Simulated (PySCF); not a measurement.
From a computed spectrum to the compound

A species of 7 atoms with charge 0 has these harmonic modes (PBE0, small Gaussian bases with core potentials, PySCF 2.14.0):

```
cm⁻¹  km/mol  symmetry
  35     2.0       a''
  48     8.6        a'
  68     0.7       a''
  87    59.4        a'
 116    10.4        a'
 126    12.5       a''
 268    23.3        a'
 269   255.9        a'
 422    39.9       a''
 530   176.9        a'
 531   216.3       a''
 537    47.8        a'
1629    78.8        a'
3854   111.8        a'
3946   172.4       a''
```

(1) Which species is it, and in which structure?

## Answers

(1) LaF3(H2O) (singlet):
```xyz
7

La    0.0667   -0.0650    0.0650
F     1.1420    1.4232    1.1714
F    -1.3850   -1.1769    1.1769
F     1.1420   -1.1714   -1.4232
O    -1.4252    1.4399   -1.4399
H    -1.7631    2.3191   -1.2286
H    -1.7631    1.2286   -2.3191
```
Ideal gas at 298.15 K and 1 bar: S = 420.8 J/(mol K), Cp = 117.8 J/(mol K), H − H(0 K) = 26.9 kJ/mol (rigid rotor, harmonic modes, spin degeneracy alone; the modes under 60 cm⁻¹ make these uncertain). 
 Other answers can fit too; this one was computed.
